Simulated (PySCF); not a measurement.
Cl₄Se, SMILES Cl[Se+](Cl)(Cl)Cl, charge +1, multiplicity 2.

Geometry optimised at B3LYP-D3(BJ)/def2-SVP.

These are PySCF with PBE0/def2-TZVP values and carry that method's errors.

Isolated molecule, no solvent.

The total energy is -4241.15263 hartree, the point group is C2v and the α spin, highest occupied and lowest empty level is -13.79 and -9.12 eV. The β spin, highest occupied and lowest empty level comes out as -14.82 and -11.16 eV and the dipole moment about the centre of nuclear charge is 0.49 D. The mean static polarisability comes out as 87.5 bohr³ (12.97 Å³), the polarisability, principal values is 73.7, 79.2, 109.7 bohr³ and the ⟨S²⟩ is 0.769 (pure state 0.75).
